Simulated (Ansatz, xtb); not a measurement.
Two conformers of C3H8Si

We compare X, `C=C[SiH2]C`, a singlet, with Y, `C=C[SiH2]C`, a singlet. Both are isolated molecules in the gas phase, relaxed with PBE-D3(BJ)/def2-SVP.

X (Å):

```xyz
12

C    -0.7392    1.3320   -1.8514
C    -0.6217    2.6745   -1.9006
C     1.0104   -0.9137   -0.5837
Si   -0.4123    0.3040   -0.3112
H    -1.0371    0.8050   -2.7787
H    -0.3301    3.2639   -1.0133
H    -0.8117    3.2499   -2.8238
H    -1.6542   -0.4718    0.0551
H    -0.0904    1.2480    0.8194
H     1.9462   -0.3741   -0.8325
H     0.7806   -1.6070   -1.4182
H     1.1901   -1.5217    0.3260
```

Y (Å):

```xyz
12

C     0.1408    0.6156    1.2566
C    -0.0508    1.9452    1.1419
C     1.4886    0.5764   -1.5500
Si    0.9659   -0.4527   -0.0546
H    -0.2101    0.1211    2.1827
H    -0.5395    2.5401    1.9333
H     0.2721    2.5077    0.2481
H     0.0120   -1.5426   -0.4796
H     2.1654   -1.1420    0.5489
H     1.9731   -0.0648   -2.3133
H     0.6127    1.0663   -2.0213
H     2.2115    1.3645   -1.2571
```

Task: Estimate E(Y) − E(X) at the level CCSD(T)/def2-SVP + ΔMP2/def2-TZVPP.

Result: Too close to call at this level: CCSD(T)/def2-SVP + ΔMP2/def2-TZVPP gives E(Y) − E(X) = −0.09 kcal/mol.

Level by level:

```tsv
level	geometry	E(Y) − E(X) (kcal/mol)	departure from the last row (kcal/mol)	job, with rough time for the two
PBE-D3(BJ)/def2-SVP	PBE-D3(BJ)/def2-SVP	−0.16	−0.07	optimisation, 60 s
HF/def2-SVP	PBE-D3(BJ)/def2-SVP	+0.26	+0.35	part of the CCSD(T) run
MP2/def2-SVP	PBE-D3(BJ)/def2-SVP	+0.03	+0.13	part of the CCSD(T) run
CCSD(T)/def2-SVP	PBE-D3(BJ)/def2-SVP	−0.03	+0.06	single point
CCSD(T)/def2-SVP + ΔMP2/def2-TZVPP	PBE-D3(BJ)/def2-SVP	−0.09		single point, 53 s
```

The largest departure from CCSD(T)/def2-SVP + ΔMP2/def2-TZVPP is that of HF/def2-SVP, 0.35 kcal/mol. Levels run at GFN2-xTB geometries aren't shown. The last row adds to CCSD(T) the change of the MP2 difference between the two basis sets, here −0.06 kcal/mol.

With harmonic frequencies from PBE-D3(BJ)/def2-SVP (ideal gas, rigid rotor, one conformer each, 600 K, 1 atm): the zero-point term adds +0.04 kcal/mol; ΔH is −0.09 and ΔG +0.28 kcal/mol.

The correlated steps freeze 8 core orbitals. Mirror images aren't counted in ΔG. Run with Ansatz 0.2.0; the last row on 2 threads of AMD EPYC (Zen 3) on a shared host.
